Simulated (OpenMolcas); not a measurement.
**Ti3+: ligand-field states by method**

Ti3+ with 6 ligands (ammonia) in tetragonal octahedral coordination (Ci) at 2.09 Å, the axial distance 2.132 Å. Ligand basis ANO-RCC-VDZP.
```
Ti    0.0000    0.0000    0.0000
N     2.0900    0.0000    0.0000
H     2.4721    0.9457    0.0000
H     2.4721   -0.4729    0.8190
H     2.4721   -0.4729   -0.8190
N     0.0000    2.0900    0.0000
H     0.0000    2.4721    0.9457
H     0.8190    2.4721   -0.4729
H    -0.8190    2.4721   -0.4729
N    -2.0900    0.0000    0.0000
H    -2.4721   -0.9457    0.0000
H    -2.4721    0.4729   -0.8190
H    -2.4721    0.4729    0.8190
N     0.0000   -2.0900    0.0000
H     0.0000   -2.4721   -0.9457
H    -0.8190   -2.4721    0.4729
H     0.8190   -2.4721    0.4729
N     0.0000    0.0000    2.1318
H     0.9457    0.0000    2.5139
H    -0.4729    0.8190    2.5139
H    -0.4729   -0.8190    2.5139
N     0.0000    0.0000   -2.1318
H    -0.9457    0.0000   -2.5139
H     0.4729   -0.8190   -2.5139
H     0.4729    0.8190   -2.5139
```

```yaml
Program: OpenMolcas
Basis: ANO-RCC-VDZP [5s4p2d1f]
Scalar_Hamiltonian: DKH2, point nucleus
Active_space: 1 electron in 5 orbitals (3d)
State_averaging: 2S+1 = 2 even, 5 roots
Spin-orbit_coupling: state interaction with AMFI integrals over the reference wave functions
```

I. CASSCF
II. SS-CASPT2, IPEA 0.25 Eh, imaginary shift 0.1 Eh (closed shells correlated: 3s 3p and the ligand valence shells)
III. SS-CASPT2, IPEA 0.25 Eh, imaginary shift 0.2 Eh (closed shells correlated: 3s 3p and the ligand valence shells)

Spin-free states in cm-1, each column counted from its own energy of the first state listed:

```
   State  Degeneracy      I     II    III
2S+1 = 2           1      0      0      0
2S+1 = 2           1    199    250    250
2S+1 = 2           1    294    320    320
2S+1 = 2           1  22422  24350  24350
2S+1 = 2           1  24097  26040  26040
```

χT at 300 K: I 0.46, II 0.45, III 0.45 cm3 K/mol.

Over all roots computed the reference weight is 0.70 to 0.71 in II, 0.70 to 0.71 in III; a low but even weight reflects the number of correlated electrons. The least metal-like active orbital is 84 % on the metal (Löwdin) and no ligand orbital is active, so the numbers are rough. Ligand-to-metal charge-transfer states are missing. With metal d orbitals alone the field can be off either way by tens of per cent (holds for I). With one d shell and no ligand orbital active, 10Dq can be off by a tenth or more (holds for II; III). No measured value stands beside these numbers; the geometry is a model, was not optimised and need not be the one that this ion takes.
